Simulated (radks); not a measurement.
Values are calculated unless marked as measured or tabulated.
Problem. The mean radii <r> (bohr) of the occupied orbitals of an atom or ion are listed with their occupations. Level of theory: non-relativistic Kohn-Sham, SCAN, spin-polarised, spherical densities, point nucleus; meta-GGA in the generalised Kohn-Sham scheme (a radial shooting solver on a logarithmic mesh with Libxc functionals).

| orbital | occ. | <r> |
|---|---|---|
| 1s up | 1 | 0.1205 |
| 1s down | 1 | 0.1201 |
| 2s up | 1 | 0.5817 |
| 2s down | 1 | 0.5902 |
| 2p up | 3 | 0.5339 |
| 2p down | 1 | 0.5466 |

Name the element and its charge. Open shells, if any, are filled with parallel spins first.

Solution. Z = 13, aluminium, charge +5: Al5+ in [He] 2s2 2p4. The 1s radius gives Z: for a bare nucleus <r> = 1.5/Z, 0.1154 bohr for Z = 13, and screening makes it slightly larger (0.1205 here). The occupations add up to 8, and the charge is Z minus that.
